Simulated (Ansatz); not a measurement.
Molecule: SnI, net charge 0, doublet state. 
Structure (B3LYP-D3(BJ)/def2-TZVP (Ansatz, a quantum-chemistry and plane-wave program) minimum search):
```xyz
2

Sn     0.0000     0.0000    -1.4135
I      0.0000     0.0000     1.3335
```
Charge 0, spin multiplicity 2.

Give the harmonic wavenumbers at B3LYP-D3(BJ)/def2-TZVP (Ansatz, finite differences of forces, unscaled).

188 cm⁻¹. Zero-point energy 0.3 kcal/mol.

From these and the geometry, give the ideal-gas thermochemistry at 298.15 K and 1 atm (rigid rotor, harmonic oscillator).

Point group C∞v, rotational symmetry number 1. Rotational constants 1.092, 1.092 GHz. S(trans) 42.40, S(rot) 19.17, S(vib) 2.25, S(elec, spin only) 1.38, S 65.2 cal/(mol K). H(298) - H(0) 2.44 kcal/mol; G - E(el) -16.7 kcal/mol.
